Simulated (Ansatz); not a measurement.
B2H3NO2S (`OB1NB(S)O1`) at its PBE0-D4/def2-TZVP geometry, where that method's forces vanish. The species carries charge 0 and has multiplicity 1.

```xyz
9

O    -0.4235    0.7912    2.1629
B    -0.1669    0.3326    0.9260
N    -0.8219    0.3546   -0.3589
B     0.3544   -0.3777   -0.7192
S     0.9256   -1.0915   -2.2627
O     0.9816   -0.3886    0.5396
H    -1.2557    1.2617    2.2398
H    -1.6563    0.6877   -0.7954
H     2.0628   -1.5700   -1.7320
```

Problem. What forces (eV/Å) does ωB97M-V/def2-TZVPP give on these atoms in Ansatz 0.2.0? (Best estimate.)

Solution. The calculation gave: 
```
O1  -0.086  0.088  0.163
B2  -0.021  0.033  0.078
N3  -0.180  0.068 -0.104
B4   0.052 -0.064 -0.141
S5   0.107 -0.067 -0.031
O6   0.142 -0.066  0.041
H7   0.039 -0.020  0.006
H8   0.032 -0.012  0.018
H9  -0.085  0.038 -0.030
```
